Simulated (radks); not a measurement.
Species: Br. Configuration: [Ar] 3d10 4s(up 1, down 1) 4p5. All-electron calculation, scalar-relativistic Kohn-Sham, LDA (Slater exchange, Perdew-Wang correlation), spin-polarised, spherical densities, finite nucleus; open shells are filled with parallel spins first; Fermi nuclear charge, rms radius 4.1629 fm. Program: a radial shooting solver on a logarithmic mesh with Libxc functionals.

Radial electron density D(r) = 4 pi r^2 rho(r):

```
   r/bohr * D(r) (the largest magnitude, 51.2, reaches the edge; | marks zero)
 0.006354 |           *
  0.00834 |                *
  0.01095 |                       *
  0.01437 |                               *
  0.01886 |                                       *
  0.02476 |                                            *
  0.03249 |                                             *
  0.04231 |                                          *
  0.05554 |                                      *
   0.0729 |                                       *
  0.09569 |                                              *
   0.1256 |                                                      *
   0.1649 |                                                  *
   0.2164 |                                     *
    0.284 |                             *
   0.3698 |                                  *
   0.4855 |                                    *
   0.6372 |                          *
   0.8364 |            *
    1.098 |      *
    1.441 |    *
    1.891 |   *
    2.483 | *
    3.233 |*
    4.243 *
     5.57 *
    7.311 *
```

D(r) has 3 maxima, at r = 0.0300, 0.134, 0.448 bohr, and minima at 0.0621, 0.286 bohr, inside which lie 2.06, 11.05 electrons.
